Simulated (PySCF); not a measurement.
# Working out the ionisation energy of Pd

Pd [Kr] 4d10 (1S) → Pd⁺ [Kr] 4d9 (2D). Computed with PySCF 2.14 in def2-QZVPPD with the def2 core potential (28 electrons) (7s5p4d4f2g, 88 functions), with a scalar-relativistic core potential. Frozen: nothing. Energies in hartree (1 hartree = 27.21139 eV):

| part | Pd (lower) | Pd⁺ (upper) |
| --- | --- | --- |
| UHF | -127.032375 | -126.802694 |
| CCSD correlation | -0.677310 | -0.610185 |
| (T) | -0.027267 | -0.018547 |

Question: What does Hartree-Fock give?

Answer: (-126.802694) − (-127.032375) = 0.229681 hartree = 6.250 eV.

Question: What do CCSD and CCSD(T) give?

Answer: The CCSD correlation energies differ by 0.067125 hartree = 1.827 eV and the triples by 0.008720 hartree = 0.237 eV, so CCSD gives 8.077 eV and CCSD(T) 8.314 eV.

Measured between the centres of the two terms (NIST): 8.512 eV, so CCSD(T) (valence and next inner shell) is off by -0.198 eV.

What remains against the reference includes basis incompleteness and higher excitations.
